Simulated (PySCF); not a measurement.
Species: C5H8F2Si2.
Geometry (GFN2-xTB, Å), atoms numbered from 1 in this order:
```
atom  x, y, z in Å
C1     3.3452    0.0049   -0.4829
C2     2.1898    0.1073   -0.8009
Si3    0.4030    0.2924   -1.2469
C4    -0.4430    1.5944   -0.1319
Si5   -1.3752    0.6437    1.2449
C6    -0.6279   -1.0986    0.9048
F7    -1.3508   -2.1301    1.4889
C8    -0.5159   -1.2700   -0.5976
F9    -1.7919   -1.2269   -1.1631
H10    4.3564   -0.0904   -0.2067
H11    0.1992    0.4409   -2.6872
H12    0.2862    2.2840    0.2881
H13   -1.1346    2.2058   -0.7079
H14   -2.8205    0.6093    1.0464
H15   -1.0035    1.0754    2.5940
H16    0.3842   -1.1839    1.3215
H17   -0.1079   -2.2462   -0.8733
```

NICS is the negative of the GIAO shielding at a point without a nucleus: at the ring centre (0) and 1 Å above and below it (1); zz is the component along the ring normal. Level: GIAO PBE0/pcSseg-1 (PySCF, non-relativistic, gas phase) on the GFN2-xTB geometry, one conformer.

Ring bond lengths (Å), with Mayer bond orders in brackets: Si3–C4 1.912 (0.91), C4–Si5 1.915 (0.89), Si5–C6 1.926 (0.85), C6–C8 1.516 (1.00), C8–Si3 1.925 (0.85).

**Question.** What do the NICS probes read (ppm)?

**Answer.** 
| ring | type | NICS(0) | NICS(1), two faces | NICS(1)zz, two faces | rms pucker (Å) | centre to ring atoms, mean (Å) |
| --- | --- | --- | --- | --- | --- | --- |
| Si3–C4–Si5–C6–C8 | 5-membered ring with 2 Si; formal bonds all single | -3.7 | -2.0 / -4.2 | 0.6 / -1.0 | 0.23 | 1.53 |

**Question.** What do they say, and how far can they be read as aromaticity?

**Answer.** 
- Si3–C4–Si5–C6–C8: mean NICS(1)zz -0.2 ppm, near zero. Si3, C4, Si5, C6, C8 have four or more neighbours, so the value isn't read as a sign of a π ring current.

**Question.** What field does 9.4 T along the ring normal induce along that normal at the first NICS(1) probe listed for ring Si3–C4–Si5–C6–C8, 1 Å off the ring?

**Answer.** NICSzz × B0 = 0.6 ppm × 9.4 T = 6 μT, along the applied field.

**Question.** List the ring angles and the Hirshfeld charges of the ring atoms.

**Answer.** 
- Si3–C4–Si5–C6–C8: Si3 98.3° (+0.384 e), C4 107.3° (-0.246 e), Si5 97.7° (+0.340 e), C6 107.8° (-0.040 e), C8 106.1° (-0.039 e); sum 517.2° against 540° for a flat convex ring.

**Question.** What are the shieldings of the ring atoms and their hydrogens in the same run (means over atoms taken as equivalent)?

**Answer.** 
| atoms | environment | σ isotropic (ppm) |
| --- | --- | --- |
| Si3 | SiH silicon | 391.0 |
| C4 | sp3 carbon bound to silicon | 199.1 |
| Si5 | SiH2 silicon | 390.5 |
| C6 | sp3 C–F carbon | 91.3 |
| C8 | sp3 C–F carbon | 91.0 |
| H11 | Si–H hydrogen | 26.96 |
| H12 | methylene hydrogen | 31.56 |
| H13 | methylene hydrogen | 31.40 |
| H14 | Si–H hydrogen | 27.12 |
| H15 | Si–H hydrogen | 27.22 |
| H16 | methine hydrogen | 26.26 |
| H17 | methine hydrogen | 26.20 |
